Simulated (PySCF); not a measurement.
Input of a run (PBE0-D3(BJ)/def2-SVP geometry optimisation, gas phase (PySCF 2.14.0)), started from GFN2-xTB:
```
{"job": {"xc": "PBE0", "basis": "def2-SVP", "d3": "d3bj", "grid": 1, "kind": "geom"}, "charge": 0, "multiplicity": 1}
C     -1.406073     0.464908     1.809022
Si    -0.556562     0.281442     0.121855
C     -1.729918     1.205924    -1.135758
F     -1.239138     1.282122    -2.388702
F     -1.997176     2.476568    -0.764303
F     -2.932764     0.599211    -1.244993
C      1.244308     0.852741    -0.057493
C      2.132690    -0.379798     0.159889
Si     1.293294    -1.909535    -0.601895
N     -0.344977    -1.329108    -0.455178
H     -0.829913    -0.014736     2.594128
H     -1.532150     1.510391     2.076839
H     -2.393561     0.010550     1.797338
H      1.521065     1.647652     0.634795
H      1.410417     1.241093    -1.063803
H      2.251183    -0.540851     1.232539
H      3.132133    -0.201793    -0.235488
H      1.634546    -2.146091    -2.005972
H      1.458655    -3.116033     0.212304
H     -1.121205    -1.923978    -0.688160
```

Output (energies in Eh, forces in Eh/bohr):
```
step   0  E = -1090.47233380  max force = 0.019621
step   1  E = -1090.47675105  max force = 0.004797
step   2  E = -1090.47699960  max force = 0.001878
step   3  E = -1090.47705879  max force = 0.000907
step   4  E = -1090.47709141  max force = 0.000765
step   5  E = -1090.47711136  max force = 0.000775
step   6  E = -1090.47712630  max force = 0.001193
step   7  E = -1090.47713858  max force = 0.001201
step   8  E = -1090.47715332  max force = 0.000570
step   9  E = -1090.47716455  max force = 0.000460
step  10  E = -1090.47716736  max force = 0.000611
step  11  E = -1090.47716609  max force = 0.000604
step  12  E = -1090.47716652  max force = 0.000397
optimisation converged
```

Question: Summarise the run.

Answer: The energy falls by 12.7 kJ/mol over 13 energy and gradient evaluations, the largest force component goes from 0.0196 to 4.0e-04 Eh/bohr, and the atoms move by 0.124 Å rms after alignment. Among the bonds, C1–Si2 and Si9–H18 change most and about equally (-0.033 to +0.034 Å). Bonds longer at the end by more than 0.005 Å: 13 of 20; shorter: 4. Among the angles that change most is H18–Si9–H19, from 111.9° to 107.4°. Among the dihedrals that turn most is C3–Si2–N10–Si9, from 129° to 118°. The energy rose by more than 1e-6 Eh at step 11. The first step brought 91 % of the lowering.

Question: What are the final bond lengths?

Answer: C1–Si2 1.865 Å, Si2–C3 1.934 Å, C3–F4 1.345 Å, C3–F5 1.348 Å, C3–F6 1.348 Å, Si2–C7 1.886 Å, C7–C8 1.543 Å, C8–Si9 1.893 Å, Si9–N10 1.749 Å, Si2–N10 1.735 Å, C1–H11 1.101 Å, C1–H12 1.101 Å, C1–H13 1.101 Å, C7–H14 1.102 Å, C7–H15 1.104 Å, C8–H16 1.104 Å, C8–H17 1.102 Å, Si9–H18 1.498 Å, Si9–H19 1.497 Å, N10–H20 1.014 Å. Numbering counts from 1 in the input's order; the species is `C[Si@@]1(C(F)(F)F)CC[SiH2]N1`.

The run used 198 basis functions and 78 SCF cycles in all. Rough CPU time on one thread of a shared machine: about 11 min.

Stationary, but not proved a minimum. One conformer, not necessarily the lowest.
